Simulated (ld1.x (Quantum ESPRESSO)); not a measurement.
## Bi (Z = 83): one change to a TM potential, before and after

```json
{
  "Element": "Bi (Z = 83)",
  "Generator": "ld1.x (Quantum ESPRESSO) 7.5",
  "Type": "norm-conserving Troullier–Martins (Kleinman–Bylander form)",
  "Functional": "PBE",
  "Relativity": "scalar-relativistic",
  "Frozen core": "[Xe] 4f14",
  "Valence charge": "15",
  "Reference configuration": "5d10 6s2 6p2.5 (charge +0.5)",
  "Partial waves": "6s (bound): rc 1.50 bohr; 5d (bound): rc 1.90 bohr; 5f channel at 0.15 Ry: rc 2.05 bohr; 6p (bound): rc 2.60 bohr",
  "Local potential": "the p channel",
  "Core correction": "none"
}
```

All-electron outer shells of the reference configuration (PBE, scalar-relativistic, ld1.x):

```tsv
shell	level (eV)	outermost node (bohr)	outermost maximum (bohr)
4f	-156.48	–	0.34
5p	-99.74	0.48	0.86
5d	-30.95	0.51	1.03
6s	-18.15	0.98	1.86
6p	-7.87	1.14	2.41
```

Change: fully relativistic.

Cutoffs: the cutoffs (Ry, on a coarse ladder) from which the occupation-weighted sum of valence levels, in a spherical-Bessel basis at the reference potential, stays within 10 and 1 mRy of its value at 400 Ry; they do not see the model core or the augmentation charge, which bear on the density cutoff. Errors are all-electron minus pseudo energies relative to the spin-unpolarised reference configuration.

Question: What does the change do?

Answer: The potential gets neither clearly harder nor softer (60 Ry and 140 Ry → 60 Ry and 140 Ry); the miss of the reference levels goes from 0.00 to 1.52 eV; of the 7 tests that both files solve, the error grows in 7 and shrinks in 0 by more than 15 % and 0.3 meV (median size 6.2 → 184.5 meV); neither file shows a bound ghost at the reference potential, the only one tested. In the changed file the local p channel has no projectors, so it cannot carry the spin–orbit splitting, and the file is wrong for that shell.

```csv
quantity,base,changed
"cutoff, loose",60 Ry,60 Ry
"cutoff, tight",140 Ry,140 Ry
loose cutoff by channel (10 mRy a level),"s 35 Ry, d 45 Ry, p 8 Ry","s 35 Ry, d 50 Ry, p 8 Ry"
bound ghosts,none,none
"largest miss of a reference level, eV",0.00,1.52
"error for 5d10 6s2 6p3, meV [ΔE -3.10 → -3.17 eV]",+1.9,-58
"error for 5d10 6s2 6p2, meV [ΔE 4.82 → 4.89 eV]",-1.8,+59
"error for 5d10 6s2 6p1, meV [ΔE 20.06 → 20.32 eV]",-6.2,+184
"error for 5d10 6s2 6p3.3, meV [ΔE -4.19 → -4.30 eV]",+2.8,-93
"error for 5d10 6s1 6p4, meV [ΔE 6.99 → 6.69 eV]",-8.7,-186
"error for 5d9 6s2 6p3, meV [ΔE 30.23 → 30.01 eV]",-166,-208
"error for 5d9 6s2 6p4, meV [ΔE 21.11 → 20.74 eV]",-215,-394
s: phases at 2.86 bohr within 0.05 rad from the reference energy up to (Ry; the scan ends near 5),1.0,0.9
```

Changed file: These tests converged, but a pseudo level misses the all-electron one widely, so the file describes the atom poorly there or has found another state: 5d10 6s2 6p3: 6p by 1.4 eV; 5d10 6s2 6p3.3: 6p by 1.3 eV; 5d10 6s1 6p4: 6p by 1.5 eV; 5d9 6s2 6p4: 6p by 1.7 eV.
